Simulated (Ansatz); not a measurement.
C$_{3}$H$_{8}$B$_{2}$S, SMILES `BS/C=C/BC`, charge 0, multiplicity 1.

**Question.** Give a relaxed structure at PBE0-D4/def2-TZVP (Ansatz 0.2.0). (An estimate is asked.)

**Answer.** Computed: 
Cartesian coordinates in Å:
```
B -2.8636 -1.1984 1.2827
S -1.4798 -0.4198 2.0484
C -0.3865 -0.0823 0.7260
C 0.8020 0.5143 0.8884
B 1.7463 0.7989 -0.2986
C 1.4434 0.4409 -1.7863
H -2.8800 -1.3761 0.1040
H -3.7521 -1.5233 2.0056
H -0.7463 -0.3962 -0.2492
H 1.0874 0.7973 1.9002
H 2.7938 1.3372 -0.0585
H 1.4976 1.3527 -2.3940
H 0.4903 -0.0494 -1.9932
H 2.2474 -0.1960 -2.1753
```
Point group Cs.
This is one stationary point; other conformers may exist.
